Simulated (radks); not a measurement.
Species: Gd XXIII. Configuration: [Kr] 4d4 4f2 (not the ground configuration). Method: scalar-relativistic Kohn-Sham, r2SCAN, spin-polarised, spherical densities, finite nucleus; open shells are filled with parallel spins first (spin-orbit coupling, left out, can overturn this in heavy ions); meta-GGA in the generalised Kohn-Sham scheme; Fermi nuclear charge, rms radius 5.1569 fm; computed with a radial shooting solver on a logarithmic mesh with Libxc functionals.

Normalised radial functions P(r) = r R(r), r in bohr:

r         4s down   4f up
0.00186    0.1833  0.0000
0.002688   0.2389  0.0000
0.003883   0.3024  0.0000
0.00561    0.3659  0.0000
0.008171   0.4124  0.0000
0.01181    0.4075  0.0001
0.01706    0.3069  0.0003
0.02465    0.0697  0.0013
0.03561   -0.2890  0.0048
0.05145   -0.6147  0.0165
0.07494   -0.5831  0.0533
0.1083     0.0423  0.1503
0.1564     0.8543  0.3668
0.226      0.7625  0.7431
0.3266    -0.5799  1.1939
0.4756    -1.6427  1.4287
0.6872    -1.1564  1.1219
0.9929    -0.3007  0.4914
1.435     -0.0229  0.0927

4s down: eigenvalue -936.92 eV, 3 radial nodes at r = 0.0267, 0.106, 0.285 bohr, <r> = 0.524 bohr, 90 % of the charge inside 0.744 bohr. 4f up: eigenvalue -559.40 eV, 0 radial nodes, <r> = 0.553 bohr, 90 % of the charge inside 0.832 bohr.
